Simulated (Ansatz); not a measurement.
Program: Ansatz. Geometries: PBE0-D4/def2-TZVP. ΔE: electronic, gas phase. CBS: MP2 limit from def2 TZ/QZ plus the TZ coupled-cluster correction, frozen cores. Functionals use def2-TZVPP. B3LYP here is the variant with VWN-RPA as its local correlation; programs differ in this. For Ga, Se outer-core shells are correlated without core-valence functions, which leaves a few kJ/mol of doubt a bond. Scalar relativity is left out up to krypton. Each species was taken in one conformer, which may not be the lowest.

`[CH3][Ga]([CH3])[BH]Cl` + `[SiH3][SeH]` → `[SiH3][Se]BCl` + `[CH3][GaH][CH3]`  (cleavage of the B–Ga bond)

`[CH3][Ga]([CH3])[BH]Cl`:

Cartesian coordinates in Å:
```
C -0.441 0.392 1.813
Ga 0.118 -0.077 -0.026
C -0.390 1.159 -1.484
B 1.179 -1.842 -0.402
Cl 0.286 -3.316 -0.738
H -1.263 -0.265 2.115
H 0.367 0.241 2.533
H -0.790 1.424 1.883
H -0.383 0.689 -2.469
H -1.377 1.591 -1.301
H 0.325 1.989 -1.506
H 2.368 -1.984 -0.418
```

`[SiH3][SeH]`:

Cartesian coordinates in Å:
```
Si 0.443 0.074 0.361
Se -1.577 -0.718 -0.337
H 1.544 -0.404 -0.511
H 0.611 -0.466 1.731
H 0.460 1.558 0.394
H -1.481 -0.044 -1.638
```

`[SiH3][Se]BCl`:

Z-matrix (Å, degrees):
```
Si
Se 1 2.294
H 1 1.482 2 110.2
H 1 1.483 2 106.1 3 119.3
H 1 1.482 2 110.1 3 -121.5
B 2 1.922 1 95.4 3 60.7
Cl 6 1.742 2 119.7 1 180.0
H 6 1.191 2 121.8 1 -0.0
```

`[CH3][GaH][CH3]`:

Cartesian coordinates in Å:
```
C 1.377 0.644 -0.815
Ga 0.308 -0.067 0.681
C -1.567 -0.602 0.391
H 1.786 -0.194 -1.389
H 2.216 1.252 -0.476
H 0.763 1.232 -1.501
H 0.954 -0.207 2.115
H -2.207 0.284 0.471
H -1.914 -1.325 1.132
H -1.716 -1.015 -0.609
```

```tsv
level	ΔE (kJ/mol)	difference from CCSD(T)/CBS
PBE-D4	-89.4	-0.1
r2SCAN-D4	-93.0	-3.7
PBE0-D4	-90.4	-1.1
B3LYP-D4	-88.4	0.9
ωB97X-V	-88.3	1.0
ωB97M-V	-90.4	-1.1
B2PLYP	-90.7	-1.4
PBE	-87.9	1.4
r2SCAN	-93.0	-3.7
PBE0	-89.3	0.0
B3LYP	-85.7	3.6
HF/def2-TZVPP	-86.5	2.8
MP2/def2-TZVPP	-99.2	-9.9
SCS-MP2/def2-TZVPP	-94.3	-5.0
CCSD/def2-TZVPP	-86.9	2.4
CCSD(T)/def2-TZVPP	-89.2	0.1
HF/def2-QZVPP	-86.4	2.9
MP2/def2-QZVPP	-99.2	-9.9
SCS-MP2/def2-QZVPP	-94.4	-5.1
HF/CBS(def2)	-86.4	2.9
MP2/CBS(def2)	-99.2	-9.9
CCSD/CBS(def2)	-87.0	2.3
CCSD(T)/CBS	-89.3	0
```

Largest T1 diagnostic among the species: 0.012.
